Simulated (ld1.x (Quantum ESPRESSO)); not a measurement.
## An all-electron radial function and its pseudo partner (S)

Columns: radius, all-electron u(r) and pseudo u(r) of the 3s shell (level -17.60 eV) of sulfur in the configuration [Ne] 3s1.5 3p4.5; PBE, scalar-relativistic, PAW scheme, ld1.x (Quantum ESPRESSO) 7.5.

```tsv
r (bohr)	all-electron	pseudo
0.100	0.1075	0.0372
0.200	-0.2447	0.0786
0.300	-0.4038	0.1277
0.400	-0.3618	0.1868
0.500	-0.2036	0.2569
0.600	0.0001	0.3368
0.700	0.2055	0.4240
0.800	0.3892	0.5143
0.900	0.5411	0.6027
1.000	0.6592	0.6836
1.100	0.7453	0.7517
1.200	0.8022	0.8028
1.300	0.8337	0.8337
1.400	0.8442	0.8442
1.500	0.8380	0.8380
1.600	0.8189	0.8189
1.700	0.7902	0.7902
1.800	0.7548	0.7548
1.900	0.7148	0.7148
2.000	0.6722	0.6722
2.100	0.6285	0.6285
2.200	0.5846	0.5846
2.300	0.5415	0.5415
2.400	0.4997	0.4997
2.500	0.4597	0.4597
2.600	0.4217	0.4217
```

Q: How many radial nodes do the two functions have?

A: The all-electron 3s function has n − l − 1 = 2; the pseudo-wave has 0, since the states of the same l below it are removed with the core.

Q: At about which radius was the pseudo-wave matched?

A: 1.30 bohr, where the columns begin to agree (steps of 0.10 bohr).

Q: Is the pseudo-wave norm-conserving?

A: No, it belongs to a PAW set: the norm inside the radius is not constrained, and the difference is carried by the augmentation charge.
